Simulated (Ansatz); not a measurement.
Ansatz results at the PBE0-D4/def2-TZVP geometry: HOMO energy (PBE/def2-TZVPP) -5.45 eV; HOMO–LUMO gap (B3LYP/def2-TZVPP) 4.39 eV; HOMO–LUMO gap (PBE/def2-TZVPP) 2.49 eV.

Task: Which molecule gave them?
A. `C[CH]1B[NH][SnH2]1`
B. `CC1(F)[SiH2]C1=O`
C. `O[SiH]1CC=C1F`
D. `FC1=CO[SiH2]C1`

Result: B. The others give `C[CH]1B[NH][SnH2]1`: -5.99, 5.96, 4.52; `FC1=CO[SiH2]C1`: -5.21, 6.07, 4.35; `O[SiH]1CC=C1F`: -6.33, 6.70, 5.01.

B3LYP here is the variant with VWN-RPA as its local correlation; programs differ in this.
